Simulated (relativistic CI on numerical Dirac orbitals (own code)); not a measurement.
## Cr2+: M2,3 absorption edge

Computed with this model: Dirac-Coulomb-Breit CI, KLI orbitals optimised for each configuration, a model potential for QED, valence Slater integrals scaled by 0.8, multiplet model of core-to-valence dipole absorption; configurations [Ar] 3d4 → [Ne] 3s2 3p5 3d5; 10 K; Lorentzian 0.48 eV and Gaussian 0.3 eV FWHM. Energies are those of the free ion, without screening or charge transfer. The branching ratio is the share of the lower-energy edge in the whole absorption, uncertain by about 0.02 where the edges overlap. S is read from ⟨S²⟩ = S(S + 1).

Field parameters in Wybourne normalisation: Oh B⁴₀ = 21Dq, B⁴₄ = √(5/14) B⁴₀. The field is a parameter set, without covalency.

Computed curve for free ion, scaled to 100 at the maximum (points under 2 are left out and the grid is thinned):

```csv
Energy (eV),Intensity
43.0,2.0
43.2,3.6
43.4,6.2
43.6,8.2
43.8,8.1
44.0,5.5
44.2,3.1
44.4,2.0
46.0,2.5
46.2,3.1
46.4,3.5
46.6,4.6
46.8,5.9
47.0,6.4
47.2,6.0
47.4,6.1
47.6,7.3
47.8,10.0
48.0,15.3
48.2,26.4
48.4,51.1
48.6,89.5
48.8,96.1
49.0,64.4
49.2,47.2
49.4,58.3
49.6,84.7
49.8,79.7
50.0,45.9
50.2,23.5
50.3,17.6
50.5,10.9
50.7,7.6
50.9,5.8
51.1,4.5
51.3,3.6
51.5,3.0
51.7,2.5
51.9,2.2
54.0,2.1
54.2,2.4
54.4,2.8
54.6,3.4
54.8,4.4
55.0,6.2
55.2,9.3
55.4,14.8
55.6,24.1
55.8,45.4
56.0,81.8
56.2,90.5
56.4,55.8
56.6,27.1
56.8,14.4
57.0,8.8
57.2,5.9
57.4,4.3
57.6,3.2
57.8,2.5
58.0,2.0
```

The ground state has S = 2.00, and the centroid lies at 51.28 eV.
